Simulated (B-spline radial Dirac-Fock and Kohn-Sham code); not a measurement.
Dipole and non-dipole photoemission parameters of Cr⁵⁺ 2p3/2

System: chromium as Cr⁵⁺, [Ar] 3d1; threshold 676.6 eV (orbital energy of the model). Level of theory: Dirac-Hartree-Slater photoionisation with a Latter tail; cross sections with all multipoles, angular parameters from the dipole term and its interference with E2; a radial finite-basis atomic code.

The run's input, task.json:

```json
{"items": [{
  "Z": 24,
  "q": 5,
  "cfg": [[1, 0, 2], [2, 0, 2], [2, 1, 6], [3, 0, 2], [3, 1, 6], [3, 2, 1]],
  "A": 52,
  "rrms": 3.6452,
  "do": "xps",
  "hv": [60, 64.1, 85.0, 94.8, 110.0, 140.0, 150, 185.0, 200, 223.0, 224.0, 309.0, 600, 697.0, 1020.0, 1253.6, 1380.0, 1410.0, 1450.0, 1580.0, 2110.0, 2770.0, 2984.4, 3610.0, 4000, 6000, 6370.0, 9810.0, 11300.0]
}]}
```

Launch: `python xray2_run.py task.json out`

For linearly polarised light dσ/dΩ = σ/(4π) [1 + β P₂(cos θ) + (δ + γ cos²θ) sin θ cos φ], with θ from the polarisation vector and φ the angle between the beam and the projection of the electron momentum on the plane normal to the polarisation.

```
hν (eV)  σ (kb)      β       γ      δ
    697     754  1.033  -0.121  0.005
   1020     295  1.457   0.120  0.020
 1253.6     169  1.473   0.258  0.024
   1380     129  1.465   0.324  0.027
   1410     122  1.463   0.338  0.028
   1450     112  1.459   0.357  0.028
   1580    88.1  1.444   0.414  0.031
   2110    37.8  1.367   0.599  0.043
   2770    16.5  1.268   0.766  0.059
 2984.4       ?      ?       ?      ?
   3610    7.19  1.152   0.912  0.080
   4000    5.18  1.104   0.966  0.090
   6000    1.36  0.904   1.157  0.141
   6370    1.11  0.874   1.183  0.150
   9810   0.252  0.662   1.350  0.229
  11300   0.153  0.595   1.396  0.261
```

Problem. Give the values at Ag Lα (2984.4 eV).

Solution. σ = 13.1 kb, β = 1.236, γ = 0.809, δ = 0.064.

Values without a named source are computed, but for edge energies of neutral atoms, which are taken from tables.
